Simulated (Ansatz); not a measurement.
(AgF)2 ring (Ag2F2), relaxed as a singlet with RKS r2SCAN-D4/def2-TZVP in Ansatz, starting from the GFN2-xTB geometry. Force threshold 0.02 eV/Å.

In the def2 sets Ag takes a core potential; there is no spin–orbit coupling. The relaxation made no stability test and no search for a lower SCF solution.

Start:

```csv
atom,x (Å),y (Å),z (Å)
Ag1,-1.220,0.891,0.011
F2,0.658,0.917,-1.241
Ag3,1.220,-0.887,-0.005
F4,-0.658,-0.921,1.235
```

(1) Estimate the energy that the relaxation releases and the steps that it takes.

(2) Does the start keep its bonding and symmetry?

(3) Predict the relaxed structure.

## Answers

(1) 0.06 eV, in 3 steps; 4.6 s on 4 threads of Arm Neoverse V1 on a shared host. No frequencies were taken in this run, so the end may be a saddle point.

(2) By distances, no bond broke or formed. The bond that changes most is Ag1–F2, from 2.26 to 2.20 Å (atoms count from 1). Point group D2h at the start, D2h at the end, both within 0.05 Å.

(3) 
```csv
atom,x (Å),y (Å),z (Å)
Ag1,-1.171,0.854,0.009
F2,0.648,0.903,-1.219
Ag3,1.173,-0.852,-0.007
F4,-0.649,-0.904,1.217
```
Bond lengths (bridged metal pairs left out): 4 × Ag–F 2.20 Å.
